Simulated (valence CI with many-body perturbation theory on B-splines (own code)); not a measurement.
# Which ion has this spectrum?

A relativistic CI+MBPT calculation for an atom or ion with 23 electrons gives these levels (cm⁻¹):

| J | Parity | E | g |
| --- | --- | --- | --- |
| 5/2 | even | 0 | 1.26 |
| 5/2 | even | 627815 | 1.33 |
| 7/2 | even | 726074 | 1.16 |
| 11/2 | even | 735305 | 1.09 |
| 3/2 | even | 743904 | 1.14 |
| 9/2 | even | 785926 | 1.13 |
| 5/2 | even | 820369 | 1.12 |
| 1/2 | even | 856728 | 1.77 |
| 7/2 | even | 857564 | 1.07 |
| 3/2 | even | 1012702 | 0.80 |
| 5/2 | even | 1344013 | 1.32 |
| 7/2 | even | 1420202 | 1.21 |
| 11/2 | even | 1421555 | 1.09 |
| 9/2 | even | 1439613 | 1.14 |

The energies are calculated, and their last digits are not significant.

Q: Which is it?
A. Pt55+
B. Au56+
C. Hg57+
D. Tl58+

A: A. Pt55+, ground level (3d3/2^4 3d5/2) J=5/2.
